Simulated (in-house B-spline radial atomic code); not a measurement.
**Binding energies in Se+**

NIST's tabulated ground configuration is [Ar] 3d10 4s2 4p3; each binding energy is the energy of the ion with one electron taken from that subshell, relaxed, less that of the parent. All numbers are computed (Dirac-Hartree-Fock, average of configuration; Fermi nucleus of rms radius 4.14 fm) with a B-spline radial code for spherical atoms, not measured. Energies include first-order Breit, QED and recoil terms.

| subshell | X-ray name | binding energy (eV) | -ε (eV) | relaxation (eV) |
| --- | --- | --- | --- | --- |
| 1s | K | 12676.6 | 12755.6 | 51.6 |
| 3s | M1 | 253.7 | 261.5 | 7.5 |
| 3d3/2 | M4 | 74.5 | 81.81 | 7.31 |
| 3d5/2 | M5 | 73.66 | 80.84 | 7.23 |
| 4s | N1 | 31.84 | 32.62 | 0.76 |
| 4p | N2,3 | 19.52 | 20.04 | 0.52 |

Relaxation = -ε minus the binding energy without Breit, QED and recoil terms.

Question: What does it cost to remove both a 3d3/2 and a 4s electron?

Answer: 121.04 eV, which is 14.7 eV more than the two single binding energies together.

Question: What does it cost to remove both a 1s and a 3d3/2 electron?

Answer: 12781 eV, which is 30.01 eV more than the two single binding energies together.

Question: What does it cost to remove two 1s electrons?

Answer: 25850 eV, which is 496.4 eV more than the two single binding energies together.
